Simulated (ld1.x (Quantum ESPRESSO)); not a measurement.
Te (Z = 52): one change to a TM potential, before and after

- Element: tellurium (Te)
- Generator: ld1.x (Quantum ESPRESSO) 7.5
- Type: norm-conserving Troullier–Martins (Kleinman–Bylander form)
- Functional: PBE
- Relativity: scalar-relativistic
- Frozen core: [Kr] 4d10
- Valence charge: 6
- Reference configuration: 5s2 5p4
- Partial waves: 5s (bound): rc 1.90 bohr; 5p (bound): rc 1.80 bohr; 5d channel at 0.35 Ry: rc 2.00 bohr
- Local potential: all-electron potential smoothed inside 1.60 bohr (lloc = -1)
- Core correction: none

Change: all radii scaled by about 1.25 (s 2.36, p 2.24, d 2.50 bohr); local potential all-electron potential smoothed inside 2.00 bohr (lloc = -1).

Cutoffs: the cutoffs (Ry, on a coarse ladder) from which the occupation-weighted sum of valence levels, in a spherical-Bessel basis at the reference potential, stays within 10 and 1 mRy of its value at 400 Ry; they do not see the model core or the augmentation charge, which bear on the density cutoff. Errors are all-electron minus pseudo energies relative to the spin-unpolarised reference configuration.

Task: What does the change do?

Result: The potential gets softer (30 Ry and 60 Ry → 18 Ry and 35 Ry); the bound ghost in s disappears; of the 7 tests that both files solve, the error grows in 3 and shrinks in 3 by more than 15 % and 0.3 meV (median size 8.9 → 3.4 meV). A larger radius leaves more room for a smooth pseudo-wave, so fewer plane waves are needed.

| quantity | base | changed |
| --- | --- | --- |
| cutoff, loose | 30 Ry | 18 Ry |
| cutoff, tight | 60 Ry | 35 Ry |
| loose cutoff by channel (10 mRy a level) | s 21 Ry, p 10 Ry | s 10 Ry, p 10 Ry |
| bound ghosts | s | none |
| error for 5s2 5p3, meV [ΔE 9.73 eV] | -0.3 | +0.7 |
| error for 5s2 5p2, meV [ΔE 27.65 eV] | -4.5 | +13 |
| error for 5s2 5p1, meV [ΔE 54.55 eV] | -30 | +59 |
| error for 5s0 5p6, meV [ΔE 18.70 eV] | +51 | +18 |
| error for 5s2 5p4.3, meV [ΔE -1.47 eV] | +0.6 | +0.6 |
| error for 5s1 5p5, meV [ΔE 9.25 eV] | +8.9 | +3.4 |
| error for 5s1 5p4, meV [ΔE 19.57 eV] | +25 | +3.2 |

 A true bound ghost makes a file unfit for plane-wave use even where its test errors are small: the radial tests pick states by their node count and pass the ghost by.
